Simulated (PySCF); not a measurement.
CH₇FN₂Si, SMILES CN[Si@H](N)F.

The structure is a stationary point at r2SCAN-D4/def2-SVP. The structure was generated by enumeration; whether it is a known compound was not checked. Other conformers were not sampled.

All values below come from TDDFT-PBE/def2-SVPD (PySCF 2.14.0).

Vertical excitations. Gas-phase values at a fixed geometry.

Computed UV-visible absorptions:
```csv
state,energy (eV),λ (nm),f,main pairs
S1,5.70,217,0.008,HOMO→LUMO 99 %
S2,5.95,208,0.001,HOMO→LUMO+1 99 %
S3,6.31,196,0.036,HOMO−1→LUMO 94 %
S4,6.50,191,0.012,HOMO−1→LUMO+1 94 %
S5,6.79,182,0.057,"HOMO→LUMO+2 70 %, HOMO→LUMO+3 25 %"
S6,6.89,180,0.030,"HOMO→LUMO+3 72 %, HOMO→LUMO+2 22 %"
S7,7.05,176,0.016,HOMO−1→LUMO+2 95 %
S8,7.31,170,0.018,HOMO→LUMO+4 97 %
S9,7.32,169,0.017,HOMO−1→LUMO+3 96 %
S10,7.52,165,0.006,HOMO→LUMO+5 99 %
T1,5.60,221,0,HOMO→LUMO 97 %
T2,5.81,213,0,HOMO→LUMO+1 96 %
T3,5.98,207,0,HOMO−1→LUMO 96 %
T4,6.24,199,0,HOMO→LUMO+2 98 %
```
Triplets are in the Tamm–Dancoff approximation, which puts them higher than full response would, so one can lie above its singlet here.
